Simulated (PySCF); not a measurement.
Vertical excitations of a molecule C3H5FOSi from TDA-B3LYP/def2-SVPD (PySCF 2.14.0), as energy in eV (oscillator strength): 5.69 (0.002), 6.05 (0.004), 6.25 (0.003), 6.67 (0.010), 7.17 (0.005), 7.30 (0.181), 7.46 (0.024), 7.56 (0.067), 7.77 (0.002), 7.88 (0.012). Lowest triplet (TDA): 4.85 eV. Coordinates come from a PBE0-D3(BJ)/def2-SVP optimisation. Other conformers were not sampled.

**Question.** Which structure fits?
A. F/C=C1\C[SiH2]O1
B. C#CCO[SiH2]F
C. FC=C=CO[SiH3]
D. C#C[Si@H](O)CF

**Answer.** D, C#C[Si@H](O)CF
